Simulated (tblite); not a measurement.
Record of a relaxation.

Species: C4H11BO2Si.
Numbering: `[BH2:1][O:2]/[CH:3]=[CH:4]\[O:5][SiH2:6][CH2:7][CH3:8]` (hydrogens: H9, H10 on B1; H11 on C3; H12 on C4; H13, H14 on Si6; H15, H16 on C7; H17, H18, H19 on C8)

Computed with GFN2-xTB (tblite), gas phase: L-BFGS steps from a force-field or distance-geometry start until the largest atomic force falls under 0.01 eV/Å. 6 of its 165 geometries are shown.

Step 0: E = -687.3981 eV, largest atomic force 3.558 eV/Å
```
atom  x, y, z in Å  |  force x, y, z in eV/Å
B1     -4.164   -0.020    1.487    1.242  -0.617  -3.277
O2     -3.120   -0.916    0.905   -1.857   1.114   0.573
C3     -2.700   -0.582   -0.364   -0.774   0.181   0.656
C4     -1.446   -0.346   -0.701    1.103  -0.230   1.246
O5     -0.423   -0.450    0.253    0.956   0.281  -2.661
Si6     1.187   -0.496   -0.417   -1.656  -0.300   0.466
C7      2.198    0.839    0.430   -0.122   0.091   0.697
C8      3.640    0.369    0.603   -0.194  -0.472  -0.020
H9     -3.937    1.139    1.282    0.053  -0.354   0.708
H10    -5.289   -0.351    1.260    0.414  -0.300   1.156
H11    -3.497   -0.501   -1.115    0.288   0.026   0.284
H12    -1.200   -0.091   -1.724    0.120  -0.179   0.232
H13     1.116   -0.243   -1.868   -0.027  -0.017   0.102
H14     1.764   -1.839   -0.232   -0.266   0.134   0.075
H15     1.786    0.989    1.464    0.225   0.284  -0.960
H16     2.200    1.775   -0.155   -0.163  -0.237   0.579
H17     4.130    0.321   -0.385   -0.008   0.110   0.615
H18     4.129    1.082    1.280    0.273  -0.555  -0.337
H19     3.615   -0.670    1.019    0.393   1.041  -0.133
```

Step 33: E = -689.1572 eV, largest atomic force 0.202 eV/Å
```
atom  x, y, z in Å  |  force x, y, z in eV/Å
B1     -4.048    0.018    1.356    0.077  -0.016  -0.044
O2     -3.280   -0.736    0.585   -0.022  -0.039  -0.033
C3     -2.778   -0.471   -0.658    0.047   0.000   0.060
C4     -1.483   -0.346   -0.940   -0.196  -0.037  -0.033
O5     -0.484   -0.367   -0.033   -0.037   0.091  -0.090
Si6     1.114   -0.532   -0.351    0.053   0.054   0.002
C7      2.154    0.755    0.584    0.035   0.081   0.009
C8      3.633    0.385    0.646    0.021  -0.030  -0.025
H9     -4.368    1.119    1.085   -0.007   0.046  -0.095
H10    -4.399   -0.488    2.351    0.017  -0.035   0.065
H11    -3.505   -0.431   -1.466    0.082   0.038   0.160
H12    -1.206   -0.216   -1.981    0.091   0.013   0.105
H13     1.244   -0.282   -1.790    0.151  -0.061  -0.118
H14     1.492   -1.901   -0.013   -0.031  -0.063   0.022
H15     1.800    0.920    1.600   -0.120  -0.053   0.033
H16     2.069    1.711    0.066   -0.035   0.103   0.049
H17     4.044    0.294   -0.355    0.002  -0.068  -0.045
H18     4.219    1.136    1.176   -0.116   0.057  -0.001
H19     3.773   -0.560    1.161   -0.012  -0.082  -0.019
```

Step 66: E = -689.2615 eV, largest atomic force 0.105 eV/Å
```
atom  x, y, z in Å  |  force x, y, z in eV/Å
B1     -3.862    0.032    1.407   -0.023   0.027   0.024
O2     -2.877   -0.532    0.724   -0.005   0.013   0.040
C3     -2.689   -0.429   -0.620    0.013   0.053  -0.012
C4     -1.496   -0.209   -1.162   -0.041   0.037  -0.028
O5     -0.391    0.029   -0.440    0.005  -0.011  -0.033
Si6     1.122   -0.570   -0.464    0.037  -0.021   0.019
C7      2.047    0.655    0.644    0.019   0.025  -0.010
C8      3.549    0.405    0.698   -0.014  -0.021  -0.014
H9     -4.674    0.728    0.899    0.029  -0.083   0.032
H10    -3.858   -0.203    2.554   -0.037   0.028   0.024
H11    -3.566   -0.521   -1.245   -0.056  -0.027  -0.044
H12    -1.402   -0.164   -2.240    0.099  -0.035   0.008
H13     1.652   -0.585   -1.833   -0.007   0.011  -0.025
H14     1.128   -1.940    0.051   -0.002  -0.037   0.003
H15     1.641    0.623    1.657    0.016   0.042  -0.035
H16     1.881    1.667    0.268   -0.032   0.034   0.055
H17     3.962    0.379   -0.308    0.042   0.021   0.019
H18     4.055    1.193    1.257   -0.016  -0.057  -0.017
H19     3.770   -0.547    1.173   -0.027   0.001  -0.005
```

Step 98: E = -689.3172 eV, largest atomic force 0.033 eV/Å
```
atom  x, y, z in Å  |  force x, y, z in eV/Å
B1     -3.906    0.016    1.439    0.000   0.021  -0.015
O2     -2.777    0.003    0.743   -0.007   0.007   0.012
C3     -2.664   -0.246   -0.587    0.010  -0.009   0.007
C4     -1.481   -0.220   -1.200   -0.010  -0.001   0.004
O5     -0.345    0.110   -0.568   -0.013  -0.002   0.002
Si6     1.152   -0.525   -0.532   -0.008   0.009  -0.015
C7      2.056    0.674    0.618    0.004  -0.006   0.001
C8      3.542    0.360    0.726    0.004  -0.007  -0.002
H9     -4.960   -0.183    0.942    0.011  -0.011  -0.012
H10    -3.783    0.243    2.581   -0.021  -0.004   0.005
H11    -3.572   -0.474   -1.134    0.010  -0.005   0.013
H12    -1.404   -0.451   -2.255    0.004   0.002   0.000
H13     1.729   -0.564   -1.883   -0.014  -0.002  -0.003
H14     1.108   -1.895   -0.004    0.010   0.019  -0.023
H15     1.609    0.625    1.613    0.001   0.009   0.004
H16     1.933    1.703    0.276   -0.008  -0.007   0.015
H17     4.041    0.544   -0.223    0.002  -0.020   0.005
H18     4.020    0.975    1.487    0.002   0.000  -0.022
H19     3.693   -0.685    0.986    0.021   0.008   0.024
```

Step 131: E = -689.3335 eV, largest atomic force 0.015 eV/Å
```
atom  x, y, z in Å  |  force x, y, z in eV/Å
B1     -4.074    0.018    1.397   -0.005  -0.008  -0.003
O2     -2.897    0.059    0.784    0.007   0.006   0.010
C3     -2.685   -0.255   -0.519    0.001  -0.010   0.005
C4     -1.468   -0.275   -1.060   -0.004  -0.004   0.004
O5     -0.354    0.038   -0.381   -0.002   0.004  -0.008
Si6     1.188   -0.456   -0.564    0.004   0.001  -0.014
C7      2.132    0.695    0.602   -0.008   0.003   0.000
C8      3.604    0.323    0.714   -0.004   0.001   0.002
H9     -5.060   -0.315    0.837   -0.002   0.013  -0.004
H10    -4.066    0.327    2.526   -0.002  -0.001   0.001
H11    -3.554   -0.503   -1.117   -0.010   0.004  -0.006
H12    -1.345   -0.543   -2.101    0.001  -0.012   0.001
H13     1.608   -0.308   -1.965    0.003   0.004   0.003
H14     1.299   -1.873   -0.200    0.004  -0.004   0.004
H15     1.680    0.669    1.595    0.003   0.006   0.001
H16     2.052    1.726    0.254    0.000   0.003   0.008
H17     4.080    0.342   -0.264    0.003   0.001   0.003
H18     4.133    1.018    1.364    0.008  -0.008   0.003
H19     3.716   -0.678    1.122    0.004   0.002  -0.009
```

Step 164: E = -689.3356 eV, largest atomic force 0.009 eV/Å
```
atom  x, y, z in Å  |  force x, y, z in eV/Å
B1     -4.110    0.049    1.381   -0.003   0.004  -0.003
O2     -2.914    0.014    0.807   -0.004   0.002  -0.002
C3     -2.686   -0.306   -0.492    0.000   0.003  -0.001
C4     -1.466   -0.322   -1.026   -0.001  -0.003  -0.003
O5     -0.356    0.007   -0.350   -0.001  -0.004  -0.002
Si6     1.198   -0.434   -0.573    0.001  -0.003   0.003
C7      2.143    0.705    0.604    0.002  -0.002   0.000
C8      3.615    0.325    0.704    0.002   0.001   0.000
H9     -5.099   -0.200    0.784    0.008  -0.001   0.004
H10    -4.118    0.340    2.515    0.000   0.001  -0.001
H11    -3.550   -0.557   -1.098    0.006   0.001   0.003
H12    -1.339   -0.602   -2.065    0.002  -0.002   0.003
H13     1.586   -0.240   -1.978    0.002   0.005   0.004
H14     1.357   -1.855   -0.245   -0.001  -0.001  -0.004
H15     1.697    0.668    1.599   -0.006  -0.003  -0.004
H16     2.067    1.742    0.271   -0.003  -0.002   0.005
H17     4.093    0.380   -0.271   -0.005   0.002  -0.001
H18     4.146    0.990    1.382   -0.001   0.002  -0.002
H19     3.724   -0.693    1.072    0.001   0.001  -0.001
```

Q: Summarise the path.

A: The energy falls by 44.68 kcal/mol from step 0 to step 164; nine tenths of that is first reached at step 31. It rises by more than 0.2 meV at step 79. The largest force goes from 3.558 to 0.009 eV/Å. Among the bonds B1–O2 changes most, from 1.493 to 1.327 Å; the atoms move by 0.718 Å rms after alignment.

What follows is the cost of the whole relaxation. On an Arm Neoverse N1 with one thread, shared host, this took 2.1 s.
